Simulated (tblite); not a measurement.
C9H16O.
Numbering: `[CH3:1][O:2][C@@H:3]1[CH2:4][C@H:5]2[CH2:6][C@@H:7]1[C@H:8]([CH3:9])[CH2:10]2` (hydrogens: H11, H12, H13 on C1; H14 on C3; H15, H16 on C4; H17 on C5; H18, H19 on C6; H20 on C7; H21 on C8; H22, H23, H24 on C9; H25, H26 on C10)

Structure used (GFN2-xTB), in Å, numbered top down from 1:
```xyz
26
C9H16O angstrom
C      2.6569    1.2548   -0.5846
O      1.8263    0.2028   -0.9999
C      1.2646   -0.5400    0.0583
C      0.5379   -1.7768   -0.5100
C     -0.8724   -1.6663    0.0791
C     -0.5929   -1.0289    1.4393
C      0.1438    0.1718    0.8505
C     -0.8633    0.7345   -0.1677
C     -1.7933    1.7821    0.4329
C     -1.6099   -0.5334   -0.6391
H      3.4662    0.8886    0.0607
H      3.0829    1.6877   -1.4882
H      2.0988    2.0270   -0.0429
H      2.0706   -0.8354    0.7511
H      1.0299   -2.6989   -0.2028
H      0.5389   -1.7294   -1.5974
H     -1.4158   -2.6101    0.0883
H     -1.4968   -0.7538    1.9787
H      0.0382   -1.6416    2.0813
H      0.5083    0.9091    1.5647
H     -0.3219    1.1891   -1.0010
H     -1.2294    2.6539    0.7605
H     -2.3327    1.3825    1.2890
H     -2.5202    2.1067   -0.3089
H     -2.6553   -0.5026   -0.3278
H     -1.5805   -0.6510   -1.7213
```

Calculated harmonic vibrations of the isolated species, GFN2-xTB (tblite), most abundant isotopes, no scaling. This tight-binding method is rough: wavenumbers can miss measured ones by several per cent, in bad cases by 10 to 20. One conformer, not necessarily the lowest.

Harmonic wavenumbers (cm⁻¹): 85.9, 98.0, 154.0, 209.4, 221.3, 257.0, 289.9, 353.2, 412.8, 438.6, 451.8, 522.6, 602.4, 722.0, 770.4, 857.0, 865.2, 906.9, 916.2, 956.5, 987.5, 989.0, 990.5, 1018.0, 1023.2, 1034.6, 1075.5, 1083.0, 1106.0, 1120.4, 1126.6, 1131.6, 1135.8, 1152.4, 1187.6, 1201.4, 1210.0, 1224.6, 1256.3, 1263.8, 1282.0, 1286.6, 1301.3, 1305.7, 1313.8, 1339.3, 1349.9, 1407.5, 1413.5, 1472.5, 1474.7, 1487.0, 1494.2, 1498.7, 1506.3, 1509.6, 2819.8, 2891.8, 2923.0, 2961.5, 2978.8, 2988.2, 2989.6, 2997.8, 3003.8, 3008.2, 3017.5, 3020.5, 3020.7, 3021.1, 3027.0, 3033.7.

A = 1888, B = 1260, C = 961.9 MHz; mass 140.120 u (most abundant isotopes); point group C1, symmetry number 1.

Q: Zero-point energy?

A: Half the sum of the wavenumbers: 51277 cm⁻¹ = 613.41 kJ/mol.

Q: Give the ideal-gas entropy at 273.15 K and 1 bar in the rigid-rotor, harmonic-oscillator model (classical rotation).

A: Translation 168.68, rotation 121.63, vibration 91.51: S = 381.8 J/(mol K).

Q: And Cp and H(273.15 K) − H(0)?

A: Cp = 152.69 J/(mol K), of which vibrations give 119.43 (their classical limit is 72 R = 598.6); H(273.15 K) − H(0) = 23.67 kJ/mol without the zero-point energy, 14.58 from vibrations.

Q: Which modes carry the vibrational entropy at 273.15 K?

A: 85.9 cm⁻¹: 14.98; 98.0 cm⁻¹: 13.90; 154.0 cm⁻¹: 10.28; 209.4 cm⁻¹: 7.91; 221.3 cm⁻¹: 7.50; 257.0 cm⁻¹: 6.40 J/(mol K); the other 66 give 30.54 together.

Q: Blend soft modes into free rotors: weight 1/[1 + (100 cm⁻¹/ν̃)⁴] for the oscillator and the rest for a rotor with moment μB/(μ + B), μ = h/(8π²ν), B = 10⁻⁴⁴ kg m². What vibrational entropy results?

A: 88.63 J/(mol K) in place of 91.51, which changes −T·S at 273.15 K by +0.79 kJ/mol.

Q: What must be added to the electronic energy to get the Gibbs energy at 273.15 K and 1 bar?

A: ZPE + [H(273.15 K) − H(0)] − T·S = 613.41 + 23.67 − 104.29 = 532.79 kJ/mol.

Hindered rotation and anharmonicity are outside this model. Other conformers, if any are populated, would add a mixing term that is left out. The structure is chiral; the term R ln 2 for an equal mix with its mirror image is left out.
